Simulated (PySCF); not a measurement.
C₆H₁₀BP.
SMILES: `[BH3-][PH2+]c1ccccc1`

Torsions of this conformer, `[BH3-:1][PH2+:2][c:3]1[cH:4][cH:5][cH:6][cH:7][cH:8]1`: B1–P2–C3–C4 -88°.

The closed-shell ground state was solved at several levels (PySCF, density fitting, gas phase, non-relativistic). The structure is a single PBE0-D3(BJ)/def2-SVP conformer in the gas phase; no vibrational or solvent corrections.

| level | basis functions | HOMO (eV) | LUMO (eV) | gap (eV) | dipole (D) |
| --- | --- | --- | --- | --- | --- |
| B97-2/pcSseg-1 | 193 | -7.46 | -1.20 | 6.26 | 5.00 |
| BP86/pcSseg-1 | 193 | -6.77 | -2.12 | 4.65 | 4.83 |
| wB97X-D/pcSseg-1 | 193 | -9.45 | 0.54 | 9.99 | 5.07 |
| OPBE/pcSseg-1 | 193 | -6.65 | -1.95 | 4.70 | 4.84 |
| BLYP/pcSseg-1 | 193 | -6.49 | -1.85 | 4.64 | 4.86 |

Problem. What might KT3/pcSseg-1 (193 basis functions) give for the same quantities?

Solution. HOMO -6.67 eV, LUMO -1.96 eV, gap 4.71 eV, dipole 4.81 D.

Problem. How far do the dipole and the HOMO energy spread over the levels?

Solution. The dipole runs from 4.81 to 5.07 D (mean 4.90 D) and the HOMO from -9.45 to -6.49 eV.
